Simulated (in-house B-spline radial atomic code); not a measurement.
Values are calculated unless marked as measured or tabulated.
Correlation energy from the adiabatic connection: −Z exp(−kr)/r, Z = 6.4, k = 1.38

Two electrons in a singlet, external potential −Z exp(−kr)/r, Z = 6.4, k = 1.38 (atomic units). Full CI in B-splines (partial waves to l = 8, correlation up to 0.6 % small) with the density held fixed gives W(λ) = <V_ee>_λ − U, and E_c is the integral of W(λ) − W(0) from 0 to 1.

```tsv
λ	W(λ) − W(0) (hartree)
0	0.00000
0.02	-0.00188
0.05	-0.00470
0.12	-0.01124
0.25	-0.02322
0.4	-0.03680
0.6	-0.05453
0.8	-0.07183
1	-0.08871
```

Q: Integrate the table by the trapezoid rule.

A: The strips give -0.00002, -0.00010, -0.00056, -0.00224, -0.00450, -0.00913, -0.01264, -0.01605, which sum to -0.04524 hartree. The direct value, W(1) − W(0) + T_c with T_c = 0.04344, is -0.04527; the curve is convex, so chords lie above it and the trapezoids fall short in size by 0.07 %.

Q: Now use only three numbers: W(0) = -3.6252, the initial slope W'(0) = -0.09434 (extrapolated from the first points) and the strong-coupling limit of the point-charge-plus-continuum model, W∞ = -5.1592. What do second-order theory and the interpolation W(λ) = W∞ + (W(0) − W∞)/√(1 + 2χλ) of Seidl, Perdew and Levy give?

A: Second order keeps the slope alone: E_c = W'(0)/2 = -0.04717, +4 % in size against -0.04527. Matching the slope fixes χ = W'(0)/(W∞ − W(0)) = -0.09434/(-1.53400) = 0.06150. Integrating, with s = √(1 + 2χ) = 1.059716, E_c = −(W(0) − W∞)(s − 1)/(s + 1) = −1.53400 × 0.059716/2.059716 = -0.04447 hartree, -1.8 % in size against the full result. At λ = 1 the formula gives W − W(0) = -0.08644 against -0.08871. Part of the miss can come from the model's W∞.
